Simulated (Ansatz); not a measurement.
`CC(Cl)B(F)F` + CH₃SH → `CSB(F)F` + `CCCl` at 600 K and 1 bar (ligand exchange at a B–C bond).

Calculated with Ansatz (gas phase, PBE0-D4/def2-TZVP geometries, no zero-point term in ΔE). CCSD(T)/CBS adds triple-zeta CCSD(T) − MP2 to the extrapolated MP2 energy (def2 sets, frozen cores). This one scheme is used for every species. One conformer a species, not always the lowest.

| species | CCSD(T)/CBS energy (Eh) | H − E (kJ/mol) | S (J/(mol·K)) |
| --- | --- | --- | --- |
| `CC(Cl)B(F)F` | -762.80575 | 233.8 | 437.3 |
| CH₃SH | -438.22835 | 152.3 | 296.8 |
| `CSB(F)F` | -662.16308 | 179.3 | 404.3 |
| `CCCl` | -538.89655 | 212.5 | 329.5 |

H − E and S are ideal-gas, rigid-rotor, harmonic terms from PBE0-D4/def2-TZVP, for one conformer and one mirror image of each species. 1 Eh = 2625.50 kJ/mol, R = 8.31446 J/(mol·K).

Q: By hand: ΔE, ΔH, ΔS and ΔG.

A: ΔE = (-662.16308) + (-538.89655) − (-762.80575) − (-438.22835) = -0.02553 Eh = -67.0 kJ/mol. Δ(H − E) = 179.3 + 212.5 − 233.8 − 152.3 = 5.7, so ΔH = -61.3 kJ/mol. ΔS = 404.3 + 329.5 − 437.3 − 296.8 = -0.3 J/(mol·K). ΔG = -61.3 − 600 × (-0.3)/1000 = -61.1 kJ/mol.

Q: By hand: the equilibrium constant, and the temperature at which ΔG would vanish if ΔH and ΔS stayed fixed.

A: log₁₀ K = −ΔG/(RT ln 10) = 5.3. ΔG = 0 at ΔH/ΔS = 204333 K, far beyond where these terms or the molecules hold.

The number of gas molecules stays the same, so ΔS is small and ΔH decides. A doubt of 5 kJ/mol in ΔE shifts log₁₀ K by 0.4 here. Other conformers and mirror images would add mixing entropy, several J/(mol·K) or more a flexible species. Modes under 60 cm⁻¹, often nearly free rotors, make the harmonic entropy too high. These are equilibria of isolated gas molecules and say nothing of rates. Largest T1 diagnostic: 0.012 (customary marks: 0.02 for closed shells, 0.045 for open ones).
